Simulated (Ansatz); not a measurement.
Molecule: SF2, charge 1, multiplicity 2. 
Coordinates optimised at B3LYP-D3(BJ)/def2-TZVP (Ansatz, a first-principles code):
```xyz
3

F     -1.1805    -0.4466     0.0001
S      0.0011     0.5051    -0.0100
F      1.1786    -0.4513     0.0176
```
Charge +1, spin multiplicity 2.

Basis-set convergence of Hartree-Fock and CCSD correlation energies (hartree) with Ansatz. Correlated levels leave the core frozen unless marked. Open shells are spin-unrestricted. Spin-orbit coupling is left out. Non-relativistic.

```json
[
 {"basis": "cc-pV(D+d)Z", "functions": "51", "E(HF)": "-595.99551", "E(corr, CCSD)": "-0.50700"},
 {"basis": "cc-pV(T+d)Z", "functions": "99", "E(HF)": "-596.11121", "E(corr, CCSD)": "-0.65787"},
 {"basis": "cc-pV(Q+d)Z", "functions": "174", "E(HF)": "-596.13501", "E(corr, CCSD)": "-0.71165"}
]
```

Extrapolating the two largest sets (X = 3 and 4) as X^-3: E(corr) = (64·(-0.71165) - 27·(-0.65787))/37 = -0.7509 Eh, an estimate of the basis-set limit. The largest set recovers 94.8 % of it, the smallest 67.5 %.
